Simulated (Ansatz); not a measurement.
Ansatz (a program for electronic structure) input file for C₂H₆STe, SMILES CC[Te]S, B3LYP-D3(BJ)/def2-SVP. 

Ansatz 0.2 input:
```yaml
crystal:
  periodic: [false, false, false]
  atoms:
    - {symbol: Te, position_ang: [0.07729158, -0.04861450, 0.72011891]}
    - {symbol: C, position_ang: [0.76940745, -1.39543659, -0.85666598]}
    - {symbol: C, position_ang: [1.46578515, -0.66757739, -1.98417536]}
    - {symbol: H, position_ang: [-0.09033631, -1.94985015, -1.22579300]}
    - {symbol: H, position_ang: [1.44006956, -2.08966771, -0.35851096]}
    - {symbol: H, position_ang: [2.35514846, -0.15359545, -1.62587058]}
    - {symbol: H, position_ang: [0.80056647, 0.06765222, -2.43317409]}
    - {symbol: H, position_ang: [1.76359885, -1.37363499, -2.75837881]}
    - {symbol: S, position_ang: [-1.32889778, 1.24306663, -0.71142064]}
    - {symbol: H, position_ang: [-2.43700035, 0.51606751, -0.61667745]}
basis:
  gaussian:
    orbitals: def2-SVP
hamiltonian:
  xc: b3lyp
  dispersion: d3bj
relax: {f_tol: 0.002, max_steps: 200}
```

Log of the run:

```
WARN ansatz: RAYON_NUM_THREADS=1 ignored (pool sized by the plan → 1); use --threads N
Functional definition: B3LYP
integrals: 0.06 GiB planned
1209 factors; integrals over basis functions are off by at most 2.7e-4 eV
mean field: 0.47 GiB planned
mean field evaluation 1: about -20291.2195 eV, gradient 5.3e1 eV
mean field evaluation 2: about -20281.0029 eV, gradient 7.8e1 eV
mean field evaluation 4: about -20298.5754 eV, gradient 4.7e0 eV
mean field evaluation 8: about -20298.6627 eV, gradient 9.9e-2 eV
mean field evaluation 16: about -20298.6627 eV, gradient 1.8e-5 eV
mean field -20298.66270794 eV, -745.9620955891 hartree, gradient 1.8e-5 eV, S^2 0.000000; 0 other end points of the search recorded, 0 dependent functions left out
the calculation of the forces begins
reference -20298.66293931 eV, -745.9621040919 hartree; 29, 29 occupied and 73, 73 virtual orbitals, 1209 factors
relax step   1: F+E_penalty+E_count = -20299.14631955 eV  Δ(F+E_penalty+E_count) = +0.000e0 eV  max|allowed force component| = 8.868e-1 eV/Å  Δτ_max = 0.0000 Å  (28 SCF iters, accepted)
these checks for a lower state are left out or cut short: starts, cluster_reference, orbital_swaps, neighbouring_geometries, increment
integrals: 0.06 GiB planned
1209 factors; integrals over basis functions are off by at most 3.0e-4 eV
mean field: 0.47 GiB planned
mean field -20298.69315472 eV, -745.9632144874 hartree, gradient 9.9e-6 eV, S^2 0.000000; 0 other end points of the search recorded, 0 dependent functions left out
the calculation of the forces begins
reference -20298.69338678 eV, -745.9632230155 hartree; 29, 29 occupied and 73, 73 virtual orbitals, 1209 factors
relax step   2: F+E_penalty+E_count = -20299.16470170 eV  Δ(F+E_penalty+E_count) = -1.838e-2 eV  max|allowed force component| = 4.814e-1 eV/Å  Δτ_max = 0.1429 Å  (31 SCF iters, accepted)
these checks for a lower state are left out or cut short: starts, cluster_reference, orbital_swaps, neighbouring_geometries, increment
integrals: 0.06 GiB planned
1209 factors; integrals over basis functions are off by at most 3.0e-4 eV
mean field: 0.47 GiB planned
mean field -20298.72558986 eV, -745.9644064568 hartree, gradient 1.6e-5 eV, S^2 0.000000; 0 other end points of the search recorded, 0 dependent functions left out
the calculation of the forces begins
reference -20298.72582306 eV, -745.9644150269 hartree; 29, 29 occupied and 73, 73 virtual orbitals, 1209 factors
relax step   3: F+E_penalty+E_count = -20299.19855604 eV  Δ(F+E_penalty+E_count) = -3.385e-2 eV  max|allowed force component| = 2.610e-1 eV/Å  Δτ_max = 0.1116 Å  (31 SCF iters, accepted)
these checks for a lower state are left out or cut short: starts, cluster_reference, orbital_swaps, neighbouring_geometries, increment
integrals: 0.06 GiB planned
1209 factors; integrals over basis functions are off by at most 3.0e-4 eV
mean field: 0.47 GiB planned
mean field evaluation 32: about -20298.6994 eV, gradient 5.4e-3 eV
mean field -20298.72706208 eV, -745.9644605599 hartree, gradient 1.0e-5 eV, S^2 0.000000; 0 other end points of the search recorded, 0 dependent functions left out
the calculation of the forces begins
reference -20298.72729490 eV, -745.9644691159 hartree; 29, 29 occupied and 73, 73 virtual orbitals, 1209 factors
relax step   4: F+E_penalty+E_count = -20299.20193558 eV  Δ(F+E_penalty+E_count) = -3.380e-3 eV  max|allowed force component| = 7.826e-2 eV/Å  Δτ_max = 0.0387 Å  (32 SCF iters, accepted)
these checks for a lower state are left out or cut short: starts, cluster_reference, orbital_swaps, neighbouring_geometries, increment
integrals: 0.06 GiB planned
1209 factors; integrals over basis functions are off by at most 3.0e-4 eV
mean field: 0.47 GiB planned
mean field -20298.72768919 eV, -745.9644836059 hartree, gradient 9.6e-6 eV, S^2 0.000000; 0 other end points of the search recorded, 0 dependent functions left out
the calculation of the forces begins
reference -20298.72792214 eV, -745.9644921666 hartree; 29, 29 occupied and 73, 73 virtual orbitals, 1209 factors
relax step   5: F+E_penalty+E_count = -20299.20262295 eV  Δ(F+E_penalty+E_count) = -6.874e-4 eV  max|allowed force component| = 3.164e-2 eV/Å  Δτ_max = 0.0205 Å  (31 SCF iters, accepted)
these checks for a lower state are left out or cut short: starts, cluster_reference, orbital_swaps, neighbouring_geometries, increment
integrals: 0.06 GiB planned
1209 factors; integrals over basis functions are off by at most 3.0e-4 eV
mean field: 0.47 GiB planned
mean field -20298.72778702 eV, -745.9644872012 hartree, gradient 1.0e-5 eV, S^2 0.000000; 0 other end points of the search recorded, 0 dependent functions left out
the calculation of the forces begins
reference -20298.72801977 eV, -745.9644957544 hartree; 29, 29 occupied and 73, 73 virtual orbitals, 1209 factors
relax step   6: F+E_penalty+E_count = -20299.20280828 eV  Δ(F+E_penalty+E_count) = -1.853e-4 eV  max|allowed force component| = 1.675e-2 eV/Å  Δτ_max = 0.0204 Å  (32 SCF iters, accepted)
these checks for a lower state are left out or cut short: starts, cluster_reference, orbital_swaps, neighbouring_geometries, increment
integrals: 0.06 GiB planned
1209 factors; integrals over basis functions are off by at most 3.0e-4 eV
mean field: 0.47 GiB planned
mean field -20298.72662439 eV, -745.9644444752 hartree, gradient 1.1e-5 eV, S^2 0.000000; 0 other end points of the search recorded, 0 dependent functions left out
the calculation of the forces begins
reference -20298.72685704 eV, -745.9644530250 hartree; 29, 29 occupied and 73, 73 virtual orbitals, 1209 factors
relax step   7: F+E_penalty+E_count = -20299.20240479 eV  Δ(F+E_penalty+E_count) = +4.035e-4 eV  max|allowed force component| = 5.697e-2 eV/Å  Δτ_max = 0.0084 Å  (26 SCF iters, rejected (line search))
these checks for a lower state are left out or cut short: starts, cluster_reference, orbital_swaps, neighbouring_geometries, increment
integrals: 0.06 GiB planned
1209 factors; integrals over basis functions are off by at most 3.0e-4 eV
mean field: 0.47 GiB planned
mean field -20298.72784865 eV, -745.9644894660 hartree, gradient 9.8e-6 eV, S^2 0.000000; 0 other end points of the search recorded, 0 dependent functions left out
the calculation of the forces begins
reference -20298.72808140 eV, -745.9644980193 hartree; 29, 29 occupied and 73, 73 virtual orbitals, 1209 factors
relax step   8: F+E_penalty+E_count = -20299.20284382 eV  Δ(F+E_penalty+E_count) = -3.555e-5 eV  max|allowed force component| = 6.537e-3 eV/Å  Δτ_max = 0.0041 Å  (24 SCF iters, accepted)
these checks for a lower state are left out or cut short: starts, cluster_reference, orbital_swaps, neighbouring_geometries, increment
integrals: 0.06 GiB planned
1209 factors; integrals over basis functions are off by at most 3.0e-4 eV
mean field: 0.47 GiB planned
mean field evaluation 64: about -20298.7001 eV, gradient 1.5e-1 eV
mean field -20298.72776053 eV, -745.9644862275 hartree, gradient 7.2e-5 eV, S^2 0.000000; 0 other end points of the search recorded, 0 dependent functions left out
the calculation of the forces begins
reference -20298.72799323 eV, -745.9644947791 hartree; 29, 29 occupied and 73, 73 virtual orbitals, 1209 factors
relax step   9: F+E_penalty+E_count = -20299.20284744 eV  Δ(F+E_penalty+E_count) = -3.623e-6 eV  max|allowed force component| = 1.358e-3 eV/Å  Δτ_max = 0.0026 Å  (21 SCF iters, accepted)
integrals: 0.06 GiB planned
1209 factors; integrals over basis functions are off by at most 3.0e-4 eV
mean field: 0.47 GiB planned
mean field -20298.72776053 eV, -745.9644862275 hartree, gradient 7.2e-5 eV, S^2 0.000000; 1 other end points of the search recorded, 0 dependent functions left out
the calculation of the forces begins
reference -20298.72799323 eV, -745.9644947791 hartree; 29, 29 occupied and 73, 73 virtual orbitals, 1209 factors
Total energy: -20299.20308014 eV, -745.9819539013 hartree
Atom 0 at     0.052690    -0.088713     0.735230 Å, force    -0.000533     0.001139     0.000434 eV/Å
Atom 1 at     0.786044    -1.408847    -0.860916 Å, force     0.001358    -0.000985    -0.000015 eV/Å
Atom 2 at     1.475339    -0.671914    -1.995637 Å, force    -0.000274    -0.000282    -0.000413 eV/Å
Atom 3 at    -0.084632    -1.984957    -1.203769 Å, force    -0.000330    -0.000471    -0.000659 eV/Å
Atom 4 at     1.462843    -2.098497    -0.330297 Å, force     0.000176    -0.000267     0.000050 eV/Å
Atom 5 at     2.370454    -0.135369    -1.645678 Å, force     0.000045     0.000400     0.000304 eV/Å
Atom 6 at     0.795680     0.063283    -2.453621 Å, force    -0.000108     0.000122    -0.000158 eV/Å
Atom 7 at     1.784771    -1.381605    -2.782598 Å, force    -0.000243     0.000051     0.000185 eV/Å
Atom 8 at    -1.355467     1.310756    -0.687079 Å, force    -0.001263    -0.000915     0.000478 eV/Å
Atom 9 at    -2.472089     0.544272    -0.626182 Å, force     0.001171     0.001207    -0.000206 eV/Å
Dipole moment:     0.045199    -0.359212    -0.061216 e Å
```

The calculation finished and met its thresholds.
